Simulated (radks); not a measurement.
Polarisability of the chromium ion Cr+, [Ar] 3d5, at imaginary frequency. All-electron calculation, non-relativistic Kohn-Sham, PBE, spin-polarised, spherical densities, point nucleus; open shells are filled with parallel spins first. Program: a radial shooting solver on a logarithmic mesh with Libxc functionals. Response by self-consistent Sternheimer equations with the Hartree and adiabatic LDA kernel.

w (hartree),alpha1(iw) (bohr^3)
0.00266,14.68
0.0143,14.63
0.0360,14.32
0.0697,13.46
0.118,11.83
0.186,9.692
0.280,7.588
0.413,5.797
0.605,4.318
0.892,3.084
1.35,2.056
2.12,1.219
3.59,0.5956
6.94,0.2132
17.5,0.04491

Static values: alpha1 = 14.68 bohr^3 (2.176 angstrom^3; uncoupled 17.88). C6 = 55.16, triple-dipole C9 = 510.6 atomic units. One-pole (London) frequency 4 C6 / (3 alpha1^2) = 0.341 hartree, against 0.404 for minus the highest occupied eigenvalue.
